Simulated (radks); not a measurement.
The numbers below are computed, except where a source is named.
The mean radii <r> (bohr) of the occupied orbitals of an atom or ion are listed with their occupations. Code: a radial shooting solver on a logarithmic mesh with Libxc functionals. Model: non-relativistic Kohn-Sham, LDA (Slater exchange, Perdew-Wang correlation), spin-unpolarised, spherical densities, point nucleus.

| orbital | occ. | <r> |
|---|---|---|
| 1s | 2 | 0.05700 |
| 2s | 2 | 0.2593 |
| 2p | 6 | 0.2265 |
| 3s | 2 | 0.7846 |
| 3p | 6 | 0.8209 |
| 3d | 7 | 1.063 |
| 4s | 2 | 2.907 |

Name the element and its charge.

Answer. Z = 27, cobalt, charge 0: Co in [Ar] 3d7 4s2. The 1s radius gives Z: for a bare nucleus <r> = 1.5/Z, 0.05556 bohr for Z = 27, and screening makes it slightly larger (0.05700 here). The occupations add up to 27, and the charge is Z minus that.
